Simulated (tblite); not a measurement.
Record of a relaxation.

Compound: C6H11FGeS.
Numbering: `[CH3:1][C@@H:2]1[C@H:3]([F:4])[C@@:5]12[CH2:6][GeH2:7][CH2:8][S:9]2` (hydrogens: H10, H11, H12 on C1; H13 on C2; H14 on C3; H15, H16 on C6; H17, H18 on Ge7; H19, H20 on C8)

Computed with GFN2-xTB (tblite), gas phase: L-BFGS steps from a force-field or distance-geometry start until the largest atomic force falls under 0.01 eV/Å. 5 of its 110 geometries are shown.

Step 0: E = -770.0255 eV, largest atomic force 1.611 eV/Å
```
atom  x, y, z in Å  |  force x, y, z in eV/Å
C1     -2.715   -0.685   -0.316   -1.607   0.114   0.028
C2     -1.689    0.277    0.173   -0.152   1.003   0.957
C3     -0.711    0.871   -0.794   -0.051  -0.294  -0.106
F4     -0.877    0.381   -2.095    0.688   0.895   0.984
C5     -0.249   -0.085    0.297    0.222   0.049  -0.907
C6      0.633    0.451    1.370   -0.277   0.534   0.817
Ge7     2.344    0.524    0.432    0.975   1.031   0.334
C8      2.202   -1.097   -0.642   -0.048   0.138   0.303
S9      0.464   -1.588   -0.358   -0.299  -1.377  -0.277
H10    -2.314   -1.532   -0.895   -0.094   0.487   0.404
H11    -3.420   -0.094   -0.968    0.490  -0.764   0.479
H12    -3.303   -1.040    0.576    0.553   0.053  -0.988
H13    -2.082    1.019    0.930    0.438  -0.939  -0.597
H14    -0.313    1.889   -0.660   -0.565  -0.312  -0.810
H15     0.268    1.466    1.653    0.252  -0.743   0.252
H16     0.645   -0.255    2.239   -0.129   0.726  -0.504
H17     3.556    0.501    1.382   -0.268   0.125  -0.355
H18     2.316    1.800   -0.442    0.213  -0.424   0.314
H19     2.826   -1.881   -0.183   -0.225   0.143  -0.604
H20     2.415   -0.913   -1.702   -0.119  -0.446   0.276
```

Step 27: E = -770.5822 eV, largest atomic force 0.118 eV/Å
```
atom  x, y, z in Å  |  force x, y, z in eV/Å
C1     -2.711   -0.742   -0.334    0.097   0.058   0.033
C2     -1.717    0.283    0.169    0.024   0.024  -0.042
C3     -0.749    0.921   -0.790   -0.057  -0.003   0.014
F4     -0.756    0.528   -2.094    0.024  -0.037   0.012
C5     -0.239   -0.008    0.274   -0.020  -0.053   0.051
C6      0.645    0.558    1.361    0.045   0.026  -0.024
Ge7     2.430    0.527    0.493   -0.029   0.012   0.007
C8      2.103   -1.101   -0.587   -0.043  -0.006  -0.019
S9      0.394   -1.629   -0.224   -0.101  -0.026  -0.003
H10    -2.211   -1.482   -0.955   -0.046   0.045  -0.008
H11    -3.482   -0.243   -0.920    0.043  -0.031  -0.018
H12    -3.192   -1.248    0.500    0.080  -0.008   0.011
H13    -2.133    0.954    0.915    0.068  -0.029   0.047
H14    -0.518    1.982   -0.730   -0.021  -0.030   0.005
H15     0.314    1.538    1.694   -0.050   0.063  -0.053
H16     0.647   -0.109    2.227   -0.071  -0.007  -0.006
H17     3.614    0.438    1.410    0.007  -0.041   0.045
H18     2.639    1.698   -0.422   -0.003   0.052   0.013
H19     2.744   -1.941   -0.331    0.011   0.004  -0.031
H20     2.173   -0.915   -1.658    0.042  -0.013  -0.035
```

Step 54: E = -770.6231 eV, largest atomic force 0.106 eV/Å
```
atom  x, y, z in Å  |  force x, y, z in eV/Å
C1     -2.667   -0.791   -0.302    0.062   0.012   0.027
C2     -1.721    0.291    0.158    0.026  -0.012   0.016
C3     -0.778    0.907   -0.835   -0.038   0.022  -0.012
F4     -0.802    0.472   -2.123    0.015  -0.018  -0.034
C5     -0.236    0.025    0.250   -0.061  -0.005   0.087
C6      0.629    0.668    1.309    0.048  -0.009  -0.026
Ge7     2.472    0.445    0.585   -0.037  -0.021  -0.009
C8      2.059   -1.068   -0.637   -0.005   0.034   0.006
S9      0.389   -1.618   -0.168   -0.076   0.026  -0.010
H10    -2.208   -1.363   -1.103   -0.016  -0.046  -0.018
H11    -3.597   -0.362   -0.670    0.036   0.050   0.030
H12    -2.891   -1.463    0.522   -0.022  -0.044   0.025
H13    -2.135    0.957    0.910    0.033  -0.008  -0.042
H14    -0.559    1.970   -0.807    0.007   0.039  -0.048
H15     0.364    1.716    1.448   -0.041  -0.029   0.022
H16     0.495    0.150    2.260    0.031   0.002  -0.010
H17     3.540    0.108    1.589   -0.054   0.022   0.009
H18     2.899    1.671   -0.180    0.031  -0.047   0.019
H19     2.711   -1.930   -0.523    0.020   0.027  -0.017
H20     2.034   -0.777   -1.687    0.041   0.004  -0.015
```

Step 82: E = -770.6374 eV, largest atomic force 0.024 eV/Å
```
atom  x, y, z in Å  |  force x, y, z in eV/Å
C1     -2.666   -0.812   -0.246    0.005  -0.008   0.007
C2     -1.717    0.295    0.136    0.002   0.000   0.011
C3     -0.801    0.891   -0.894    0.009  -0.003  -0.004
F4     -0.831    0.399   -2.163    0.004   0.002  -0.006
C5     -0.234    0.047    0.212    0.005   0.005  -0.016
C6      0.626    0.705    1.264   -0.022  -0.005   0.000
Ge7     2.490    0.415    0.638   -0.011   0.005   0.002
C8      2.065   -1.016   -0.669    0.010   0.000  -0.005
S9      0.399   -1.591   -0.211    0.004   0.003   0.016
H10    -2.284   -1.356   -1.105    0.000  -0.010  -0.010
H11    -3.642   -0.400   -0.495   -0.002   0.004  -0.015
H12    -2.781   -1.510    0.580   -0.008   0.000   0.012
H13    -2.116    0.988    0.870   -0.001   0.011   0.014
H14    -0.597    1.957   -0.919   -0.018   0.002   0.003
H15     0.357    1.754    1.382    0.009   0.002   0.004
H16     0.465    0.205    2.222    0.002   0.014   0.014
H17     3.414   -0.046    1.728   -0.001  -0.001  -0.003
H18     3.094    1.626   -0.021    0.000  -0.013   0.003
H19     2.724   -1.879   -0.615   -0.004  -0.012  -0.014
H20     2.030   -0.662   -1.698    0.020   0.006  -0.011
```

Step 109: E = -770.6398 eV, largest atomic force 0.009 eV/Å
```
atom  x, y, z in Å  |  force x, y, z in eV/Å
C1     -2.662   -0.831   -0.225    0.002  -0.001   0.003
C2     -1.719    0.287    0.141    0.000  -0.001   0.001
C3     -0.829    0.897   -0.903    0.003   0.000   0.004
F4     -0.871    0.406   -2.173    0.001   0.000   0.006
C5     -0.230    0.061    0.193    0.003   0.002  -0.004
C6      0.630    0.729    1.238   -0.002  -0.001  -0.003
Ge7     2.502    0.387    0.663   -0.001   0.004  -0.003
C8      2.076   -0.997   -0.691    0.004  -0.002  -0.002
S9      0.409   -1.573   -0.240    0.001   0.006   0.002
H10    -2.256   -1.415   -1.047    0.001   0.006  -0.004
H11    -3.625   -0.424   -0.525    0.000   0.001  -0.004
H12    -2.809   -1.492    0.627   -0.005   0.000   0.007
H13    -2.114    0.976    0.882   -0.005  -0.001   0.000
H14    -0.648    1.967   -0.929    0.000  -0.004  -0.005
H15     0.388    1.788    1.317   -0.007   0.005   0.001
H16     0.441    0.269    2.211   -0.003  -0.005   0.004
H17     3.365   -0.138    1.772    0.003  -0.003   0.001
H18     3.176    1.591    0.062    0.002  -0.004   0.000
H19     2.725   -1.868   -0.666    0.006   0.001  -0.003
H20     2.046   -0.610   -1.710   -0.004  -0.002  -0.001
```

**Question.** Summarise the path.

**Answer.** The energy falls by 0.6143 eV from step 0 to step 109; nine tenths of that is first reached at step 26. It falls at every step. The largest force goes from 1.611 to 0.009 eV/Å. Among the bonds C2–H13 changes most, from 1.130 to 1.086 Å; the atoms move by 0.448 Å rms after alignment.

The cost below is that of the whole relaxation. Time: 1.7 s. Hardware: an Arm Neoverse N1 with one thread, shared host.
